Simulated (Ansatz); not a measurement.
Wavefunction ladder for `FC1(F)S[SiH2]S1`

```xyz
8

F    -1.872    1.396    0.009
C    -0.698    0.948   -0.464
F    -0.419    1.716   -1.530
S    -0.814   -0.816   -0.940
Si    0.749   -1.018    0.498
S     0.614    1.089    0.805
H     0.397   -1.837    1.680
H     2.043   -1.478   -0.059
```

Total charge 0; spin multiplicity 1. The geometry is a stationary point of PBE0-D4/def2-TZVP. Frozen core, restricted reference, Ansatz 0.2.0. CBS rows extrapolate triple and quadruple zeta; past MP2 they add the triple-zeta difference.

```json
{"basis": "def2-SVP", "HF (Eh)": "-1321.38463", "MP2 corr.": "-0.84546"}
{"basis": "def2-TZVPP", "HF (Eh)": "-1322.06912", "MP2 corr.": "-1.11265"}
{"basis": "def2-QZVPP", "HF (Eh)": "-1322.11038", "MP2 corr.": "-1.21323"}
```

Estimate the CCSD correlation energy and the (T) correction in each basis where they were run (hartree).


```csv
basis,CCSD corr.,(T)
def2-SVP,-0.88863,-0.02576
def2-TZVPP,-1.15138,-0.04942
CBS(def2),-1.32647,as TZ
```
